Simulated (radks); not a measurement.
The numbers below are computed, except where a source is named.
All-electron atom: Br+ in [Ar] 3d10 4s1.75 4p4 5p0.25 (fractional occupations, a model configuration). Level of theory: scalar-relativistic Kohn-Sham, r2SCAN, spin-polarised, spherical densities, finite nucleus; open shells are filled with parallel spins first; meta-GGA in the generalised Kohn-Sham scheme; Fermi nuclear charge, rms radius 4.1629 fm (a radial shooting solver on a logarithmic mesh with Libxc functionals).

Local quantities along the radius. ELF = 1/(1 + alpha^2) is the electron localisation function; alpha = (tau - tau_W)/tau_unif compares the Pauli kinetic energy density with that of the uniform gas (summed over spins); r v_xc is r times the local exchange-correlation potential of spin up (hartree bohr, multiplicative part alone); 4 pi r^2 rho is in e/bohr. tau is taken from the large components.

r (bohr)    ELF    alpha    r v_xc  4 pi r^2 rho
0.003073  1.000  0.02063   -0.1427         3.340
0.003577  1.000  0.02141   -0.1584         4.325
0.004131  1.000  0.02238   -0.1753         5.496
0.004809  0.999  0.02371   -0.1953         7.032
0.005599  0.999  0.02545   -0.2178         8.928
0.006518  0.999  0.02770   -0.2430         11.23
0.007588  0.999  0.03065   -0.2709         13.98
0.008833  0.999  0.03454   -0.3014         17.20
0.01028   0.998  0.03975   -0.3347         20.86
0.01197   0.998  0.04685   -0.3705         24.88
0.01394   0.997  0.05677   -0.4086         29.13
0.01622   0.995  0.07098   -0.4485         33.37
0.01889   0.992  0.09194   -0.4902         37.28
0.02199   0.985   0.1239   -0.5333         40.50
0.02539   0.972   0.1708   -0.5758         42.57
0.02956   0.941   0.2499   -0.6219         43.43
0.03442   0.874   0.3796   -0.6606         42.84
0.04007   0.742   0.5889   -0.6579         41.01
0.04664   0.552   0.9004   -0.5856         38.54
0.0543    0.382    1.272   -0.5545         36.39
0.06321   0.300    1.528   -0.6165         35.61
0.07359   0.317    1.469   -0.6983         37.00
0.08567   0.426    1.160   -0.7567         40.64
0.09974   0.588   0.8365   -0.9032         45.58
0.1161    0.720   0.6229   -0.9888         49.97
0.1352    0.784   0.5252    -1.030         51.66
0.1574    0.778   0.5349    -1.065         49.30
0.1817    0.689   0.6721    -1.062         43.61
0.2116    0.484    1.033   -0.9196         36.04
0.2463    0.288    1.571   -0.8736         30.00
0.2867    0.253    1.720   -0.8595         27.91
0.3338    0.388    1.256    -1.083         29.88
0.3886    0.603   0.8112    -1.291         33.46
0.4524    0.738   0.5965    -1.388         35.19
0.5267    0.778   0.5337    -1.376         32.89
0.6131    0.750   0.5771    -1.360         26.86
0.7138    0.640   0.7492    -1.237         19.24
0.8309    0.432    1.147   -0.9722         12.45
0.9673    0.237    1.794   -0.9148         7.916
1.126     0.200    2.000   -0.9573         5.662
1.301     0.346    1.376    -1.085         4.835
1.514     0.619   0.7851    -1.079         4.375
1.763     0.779   0.5333    -1.126         3.741
2.052     0.804   0.4931    -1.104         2.823
2.389     0.743   0.5888    -1.038         1.827
2.781     0.563   0.8805   -0.8516        0.9999
3.237     0.228    1.838   -0.2778        0.4619
3.769     0.029    5.776   -0.4228        0.1909
4.388     0.007    11.91   -0.3953       0.08921
5.108     0.017    7.717   -0.3950       0.06183
5.946     0.067    3.718   -0.4238       0.05331
6.923     0.106    2.906   -0.4146       0.04243
7.995     0.086    3.252   -0.3592       0.02815
9.307     0.045    4.593   -0.2960       0.01414
10.84     0.015    8.004   -0.2247      0.005266
12.61     0.003    17.42   -0.1464      0.001408
14.68     0.000    48.38  -0.07836     0.0002613

On this mesh the ELF has minima near r = 0.063, 0.29, 1.1, 4.4 bohr, which separate the shells, and maxima near 0.0017 (1.00), 0.14 (0.78), 0.53 (0.78), 2.1 (0.80), 6.9 (0.11).

Self-consistent cycle (total energy in hartree, residual of the potential): 1: -2603.188790, 4e+00; 2: -2605.357365, 2e+00; 3: -2606.117754, 7e-01; 4: -2606.151788, 2e-01; 5: -2606.157497, 7e-02; 6: -2606.158252, 4e-03; 7: -2606.158251, 4e-04; 8: -2606.158247, 2e-04; 9: -2606.158248, 5e-05; 10: -2606.158248, 3e-05; 11: -2606.158248, 6e-06; 12: -2606.158248, 8e-07.
